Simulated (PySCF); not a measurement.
TeCl₄, SMILES Cl[Te](Cl)(Cl)Cl.

Geometry optimised at B3LYP-D3(BJ)/def2-SVP. The isomer is the one that the SMILES or the coordinates give; other isomers of the formula were not compared. The def2 effective core potentials stand for the cores of Te; spin–orbit coupling is left out.

Level of theory: PBE/def2-TZVP run with PySCF.

Symmetry labels are those of the subgroup C2v that the program uses (full group C2v).

Computed valence orbital energies around the gap with their symmetry:
```csv
orbital,symmetry,energy (eV)
HOMO−7,A2,-9.01
HOMO−6,B2,-8.76
HOMO−5,B1,-8.69
HOMO−4,A1,-8.08
HOMO−3,B1,-7.87
HOMO−2,B2,-7.71
HOMO−1,A2,-7.65
HOMO,A1,-7.39
LUMO,A1,-4.53
LUMO+1,B1,-4.50
LUMO+2,B2,-2.81
LUMO+3,A1,2.05
```
